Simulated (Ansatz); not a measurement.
`[SiH3][SiH2][NH][GeH3]` + `BNC` → `BN(C)[SiH2][SiH3]` + `[NH2][GeH3]` at 700 K and 1 bar (ligand exchange at the Si–N bond).

Program: Ansatz. Geometries: PBE0-D4/def2-TZVP. ΔE: electronic, gas phase. CCSD(T)/CBS is the MP2 limit (def2-TZVPP, def2-QZVPP) plus CCSD(T) − MP2 in def2-TZVPP, frozen cores. For Ge outer-core shells are correlated without core-valence functions, which leaves a few kJ/mol of doubt a bond. Scalar relativity is left out up to krypton. One conformer a species, not always the lowest.

| species | CCSD(T)/CBS energy (Eh) | H − E (kJ/mol) | S (J/(mol·K)) |
| --- | --- | --- | --- |
| `[SiH3][SiH2][NH][GeH3]` | -2714.39913 | 313.8 | 557.1 |
| `BNC` | -121.18426 | 253.9 | 346.7 |
| `BN(C)[SiH2][SiH3]` | -701.75815 | 388.8 | 536.0 |
| `[NH2][GeH3]` | -2133.81884 | 177.8 | 349.1 |

H − E and S are ideal-gas, rigid-rotor, harmonic terms from PBE0-D4/def2-TZVP, for one conformer and one mirror image of each species. 1 Eh = 2625.50 kJ/mol, R = 8.31446 J/(mol·K).

Q: By hand: ΔE, ΔH, ΔS and ΔG.

A: ΔE = (-701.75815) + (-2133.81884) − (-2714.39913) − (-121.18426) = 0.00640 Eh = 16.8 kJ/mol. Δ(H − E) = 388.8 + 177.8 − 313.8 − 253.9 = -1.1, so ΔH = 15.7 kJ/mol. ΔS = 536.0 + 349.1 − 557.1 − 346.7 = -18.7 J/(mol·K). ΔG = 15.7 − 700 × (-18.7)/1000 = 28.8 kJ/mol.

Q: By hand: the equilibrium constant, and the temperature at which ΔG would vanish if ΔH and ΔS stayed fixed.

A: log₁₀ K = −ΔG/(RT ln 10) = -2.1. ΔH and −TΔS have one sign here, so there is no such temperature.

TΔS isn't small against ΔH here. A doubt of 5 kJ/mol in ΔE shifts log₁₀ K by 0.4 here. Other conformers and mirror images would add mixing entropy, several J/(mol·K) or more a flexible species. Modes under 60 cm⁻¹, often nearly free rotors, make the harmonic entropy too high. These are equilibria of isolated gas molecules and say nothing of rates. Largest T1 diagnostic: 0.013 (customary marks: 0.02 for closed shells, 0.045 for open ones).
